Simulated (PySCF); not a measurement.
Simulation results for BGeH$_{5}$NO, BGeH$_{5}$N, BClGeH$_{4}$N

All values are calculated (PySCF 2.14.0). Calculation on a computer-drawn molecule: optimised geometry and harmonic frequencies of an isolated molecule of the commonest isotopes, restricted reference for singlets and unrestricted otherwise, frozen core in MP2; on germanium a core potential holds 10 electrons, which the energies leave out, and 3d is frozen in MP2 and coupled-cluster steps.

Common to all runs: multiplicity 1; method HF.

```yaml
- entry: 1
  formula: BGeH5NO
  start_structure:
    atoms_angstrom:
      - ["N", -1.6168, 2.4532, 1.6129]
      - [B, -2.0153, 1.3781, 0.8666]
      - [Ge, -0.6712, 0.7329, -0.5981]
      - [O, 0.6675, 1.8216, -0.5067]
      - [H, -2.1224, 2.8473, 2.313]
      - [H, -0.6948, 2.8919, 1.4378]
      - [H, -3.0247, 0.8788, 0.9734]
      - [H, -0.2628, -0.1922, -1.8094]
      - [H, 1.512, 1.8814, -0.9658]
  given:
    charge: 1
    basis: cc-pVDZ
    basis_and_core_potential_on_germanium: "cc-pVDZ-PP ECP10MDF"
    drawn_bonds_atom: [1, 2, 3, 1, 1, 2, 3, 4]
    drawn_bonds_other_atom: [2, 3, 4, 5, 6, 7, 8, 9]
    drawn_bonds_order: [1, 1, 1, 1, 1, 1, 1, 1]
  results:
    optimised_atom_element: ["N", B, Ge, O, H, H, H, H, H]
    "optimised_atom_x [angstrom]": [-1.632, -1.997, -0.5537, 0.8385, -2.236, -0.7704, -3.004, -0.4528, 1.579]
    "optimised_atom_y [angstrom]": [2.459, 1.403, 0.8608, 1.865, 2.806, 2.966, 0.7799, -0.1993, 1.752]
    "optimised_atom_z [angstrom]": [1.625, 0.851, -0.6038, -0.5398, 2.349, 1.551, 0.9081, -1.688, -1.127]
    "modes_frequency [cm^-1]": [98.02, 107.1, 314.0, 395.2, 500.1, 564.6, 628.2, 773.2, 779.8, 839.1, 918.6, 947.3, 954.0, 1182, 1456, 1765, 2305, 2838, 3764, 3867, 4089]
    "modes_reduced_mass [dalton]": [2.37, 4.287, 5.518, 1.051, 3.282, 1.157, 1.254, 1.243, 1.075, 9.02, 1.139, 1.099, 1.177, 1.382, 3.342, 1.274, 1.022, 1.106, 1.053, 1.099, 1.068]
    "rotational_constants [GHz]": [9.287, 3.143, 2.348]
    "total_energy [hartree]": -450.0977
    "convergence_status_largest_gradient_component [hartree/bohr]": 3.588e-05
- entry: 2
  formula: BGeH5N
  start_structure:
    atoms_angstrom:
      - ["N", 0.0921, -0.2713, 1.593]
      - [B, 0.3287, -1.4521, 0.9655]
      - [Ge, -0.2802, -1.7896, -0.9728]
      - [H, -0.4965, 0.4761, 1.2184]
      - [H, 0.4578, 0.0654, 2.5911]
      - [H, 1.0854, -2.1597, 1.5995]
      - [H, -1.418, -2.8141, -0.4471]
      - [H, -1.4376, -0.404, -0.8939]
  given:
    charge: -1
    basis: aug-cc-pVDZ
    basis_and_core_potential_on_germanium: "aug-cc-pVDZ-PP ECP10MDF"
    drawn_bonds_atom: [1, 2, 1, 1, 2, 3, 3]
    drawn_bonds_other_atom: [2, 3, 4, 5, 6, 7, 8]
    drawn_bonds_order: [1, 1, 1, 1, 1, 1, 1]
  results:
    optimised_atom_element: ["N", B, Ge, H, H, H, H, H]
    "optimised_atom_x [angstrom]": [0.1857, 0.2544, -0.4017, -0.3034, 0.6097, 0.8721, -1.255, -1.63]
    "optimised_atom_y [angstrom]": [-0.1238, -1.37, -1.682, 0.6556, 0.05334, -2.221, -3.015, -0.6464]
    "optimised_atom_z [angstrom]": [1.711, 1.034, -0.9426, 1.329, 2.596, 1.654, -0.7375, -0.9904]
    "modes_frequency [cm^-1]": [170.6, 217.9, 386.2, 442.6, 492.9, 654.7, 667.7, 910.5, 939.2, 959.8, 1186, 1286, 1742, 1813, 1866, 2494, 3794, 3899]
    "modes_reduced_mass [dalton]": [1.209, 2.995, 1.131, 1.957, 1.405, 1.272, 1.208, 1.092, 1.093, 1.151, 1.941, 2.486, 1.163, 1.021, 1.02, 1.09, 1.048, 1.099]
    "rotational_constants [GHz]": [34.31, 3.143, 2.948]
    "total_energy [hartree]": -375.4434
    "convergence_status_largest_gradient_component [hartree/bohr]": 3.874e-05
- entry: 3
  formula: BClGeH4N
  start_structure:
    atoms_angstrom:
      - ["N", 1.1525, 2.3563, -0.368]
      - [B, -0.1267, 1.9281, -0.866]
      - [Cl, -1.2406, 2.629, -1.8509]
      - [Ge, -1.5394, 0.4854, -0.8802]
      - [H, 1.6777, 1.8368, 0.1791]
      - [H, 1.4925, 3.2564, -0.6396]
      - [H, -1.7163, -0.3214, -2.1495]
      - [H, -2.8498, 0.6501, -0.137]
  given:
    charge: 1
    basis: "cc-pV(D+d)Z"
    basis_and_core_potential_on_germanium: "cc-pVDZ-PP ECP10MDF"
    drawn_bonds_atom: [1, 2, 2, 1, 1, 4, 4]
    drawn_bonds_other_atom: [2, 3, 4, 5, 6, 7, 8]
    drawn_bonds_order: [1, 1, 1, 1, 1, 1, 1]
  results:
    optimised_atom_element: ["N", B, Cl, Ge, H, H, H, H]
    "optimised_atom_x [angstrom]": [0.9873, -0.2275, -1.059, -1.534, 1.439, 1.52, -1.578, -2.698]
    "optimised_atom_y [angstrom]": [2.297, 2.127, 3.275, 0.5017, 1.628, 3.138, -0.5902, 0.4444]
    "optimised_atom_z [angstrom]": [-0.4302, -1.015, -2.06, -0.9072, 0.161, -0.5653, -1.961, 0.06558]
    "modes_frequency [cm^-1]": [86.36, 139.4, 269.8, 309.8, 476.3, 571.4, 598.9, 660.1, 694.2, 762.2, 948.4, 1104, 1494, 1756, 2302, 2320, 3770, 3883]
    "modes_reduced_mass [dalton]": [9.498, 1.039, 4.207, 1.669, 5.432, 1.721, 1.084, 1.121, 1.295, 3.171, 1.04, 1.811, 3.377, 1.342, 1.016, 1.026, 1.054, 1.097]
    "rotational_constants [GHz]": [5.275, 1.972, 1.462]
    "total_energy [hartree]": -834.1618
    "convergence_status_largest_gradient_component [hartree/bohr]": 1.715e-05
```
